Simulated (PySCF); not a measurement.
## Electronic structure of B⁺ (boron, charge +1) at the r2SCAN level

Configuration: [He] 2s2, closed-shell 1S. Calculation: PySCF 2.14, in aug-cc-pVDZ; no relativity, point nucleus.

- Total energy: -24.3124 hartree
- One-electron energy: -30.3307 hartree
- Hartree (Coulomb) energy: 9.5779 hartree
- Exchange-correlation energy: -3.5596 hartree
- Kinetic energy: 24.10100 hartree
- ⟨S²⟩: 0.0000
- ⟨L²⟩: 0.000
- Sum of ⟨r⟩: 4.259 bohr
- Sum of ⟨r²⟩: 7.985 bohr²
- Density at the nucleus (Gaussians lack the cusp): 69.2 bohr⁻³
- Langevin diamagnetic susceptibility: -6.32 ×10⁻⁶ cm³/mol
- Time after the integrals: 0.12 s of wall time on 1 thread of Neoverse-N1 (shared host)

```json
{"shell": "1s", "electrons": "2", "mean orbital energy (hartree)": "-7.24071", "rms radius, mean of both spins (bohr)": "0.381"}
{"shell": "2s", "electrons": "2", "mean orbital energy (hartree)": "-0.72654", "rms radius, mean of both spins (bohr)": "1.96"}
```
